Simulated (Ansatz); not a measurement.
Input file for Ansatz (a first-principles code): R-SVWN5/def2-TZVPP on CH5BBrN (SMILES CB(N)Br), a point of a torsion scan.

Ansatz 0.2 input:
```yaml
crystal:
  periodic: [false, false, false]
  atoms:
    - {symbol: C, position_ang: [-1.13383324, 0.10861437, -0.35406575]}
    - {symbol: B, position_ang: [0.19765080, -0.12948473, 0.46909913]}
    - {symbol: N, position_ang: [0.70295294, 0.82681035, 1.33022373]}
    - {symbol: Br, position_ang: [1.17604633, -1.75594223, 0.31284857]}
    - {symbol: H, position_ang: [-1.39908629, -0.73628005, -0.98596978]}
    - {symbol: H, position_ang: [-1.04856988, 0.98264484, -0.99963542]}
    - {symbol: H, position_ang: [-1.97919746, 0.29737511, 0.30748305]}
    - {symbol: H, position_ang: [1.54682370, 0.70515466, 1.86752041]}
    - {symbol: H, position_ang: [0.26639476, 1.71913805, 1.48756613]}
basis:
  gaussian:
    orbitals: def2-TZVPP
hamiltonian:
  xc: {name: SVWN5}
scf: {lower_state_search: off}
```

It printed:

```
WARN ansatz: RAYON_NUM_THREADS=1 ignored (pool sized by the plan → 1); use --threads N
Functional definition: SVWN5
these checks for a lower state are left out or cut short: stability, starts, cluster_reference, orbital_swaps, neighbouring_geometries, increment
integrals: 0.12 GiB planned
1175 factors; their error is unknown
mean field: 0.90 GiB planned
mean field evaluation 1: about -73189.8730 eV, gradient 9.5e1 eV
mean field evaluation 2: about -73141.3358 eV, gradient 1.6e2 eV
mean field evaluation 4: about -73207.5685 eV, gradient 2.0e1 eV
mean field evaluation 8: about -73208.4530 eV, gradient 2.8e-1 eV
mean field evaluation 16: about -73208.4161 eV, gradient 1.7e-4 eV
mean field -73208.41607123 eV, -2690.3596681711 hartree, gradient 8.2e-6 eV, S^2 0.000000; 0 other end points of the search recorded, 0 dependent functions left out
reference -73208.41610667 eV, -2690.3596694733 hartree; 29, 29 occupied and 182, 182 virtual orbitals, 1175 factors
Total energy: -73208.41610667 eV, -2690.3596694733 hartree
Checks for a lower state left out: stability, starts, cluster_reference, orbital_swaps, neighbouring_geometries, increment
```

Self-consistency was reached.

Cost: about 2.1 core-seconds (a rough figure).
